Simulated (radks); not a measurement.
Results of a calculation; reference values are marked as such.
Task: Species: I4+. Configuration: [Kr] 4d10 5s2 5p1. Level of theory: scalar-relativistic Kohn-Sham, r2SCAN, spin-polarised, spherical densities, finite nucleus; open shells are filled with parallel spins first (spin-orbit coupling, left out, can overturn this in heavy ions); meta-GGA in the generalised Kohn-Sham scheme; Fermi nuclear charge, rms radius 4.75 fm (a radial shooting solver on a logarithmic mesh with Libxc functionals). Some entries of the table are withheld. Estimate them.

orbital,occ.,eigenvalue (hartree),<r^2> (bohr^2),<1/r> (bohr^-1)
1s up,1,-1215.957,0.001005,56.83
1s down,1,-1215.954,0.001005,56.83
2s up,1,-189.9171,0.01619,13.04
2s down,1,-189.9168,0.01619,13.04
2p up,3,-170.5181,0.01283,12.46
2p down,3,-170.5163,0.01283,12.46
3s up,1,-39.91516,0.1123,4.683
3s down,1,-39.91378,0.1123,4.683
3p up,3,-33.58701,0.1127,4.446
3p down,3,-33.58510,0.1126,4.446
3d up,5,-24.12489,0.09853,4.199
3d down,5,-24.12289,0.09852,4.200
4s up,1,-8.45998,0.6186,1.881
4s down,1,-8.45531,0.6189,1.880
4p up,3,(1),0.7126,1.725
4p down,3,(2),0.7123,1.724
4d up,5,-3.53887,0.9732,1.449
4d down,5,-3.53210,0.9660,1.452
5s up,1,-2.15189,3.611,0.7252
5s down,1,-2.09195,3.560,0.7337
5p up,1,(3),(4),0.6365
5p down,0,(5),(6),0.6458

Result: 
(1) 4p up eigenvalue (hartree): -6.46451
(2) 4p down eigenvalue (hartree): -6.46031
(3) 5p up eigenvalue (hartree): -1.66594
(4) 5p up <r^2> (bohr^2): 4.591
(5) 5p down eigenvalue (hartree): -1.59702
(6) 5p down <r^2> (bohr^2): 4.470
